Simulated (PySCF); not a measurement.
F2HS, SMILES F[SH+]F, charge +1. Atoms are numbered in the order given.

```xyz
4

F     -0.0306     0.4747    -1.1919
S      0.1087    -0.4767     0.0000
F     -0.0306     0.4747     1.1919
H     -1.1876    -0.9182     0.0000
```
Charge +1, spin multiplicity 1.

Geometry optimised at TPSSh-D3(BJ)/def2-TZVP. The isomer is the one that the SMILES or the coordinates give; other isomers of the formula were not compared.

Level of theory: B3LYP/pcJ-1 run with PySCF.

Isotropic couplings with Fermi-contact, spin-dipole and both spin-orbit terms, one fixed conformer, no vibrational averaging. Isotopes: 19F, 1H.

### Question
Estimate the spin–spin coupling constants. (An estimate is asked for; the answer gives what the named calculation found.)

### Answer

```csv
pair,bonds apart,J (Hz)
F1–F3,2,823.9
F1–H4,2,40.6
F3–H4,2,40.6
```
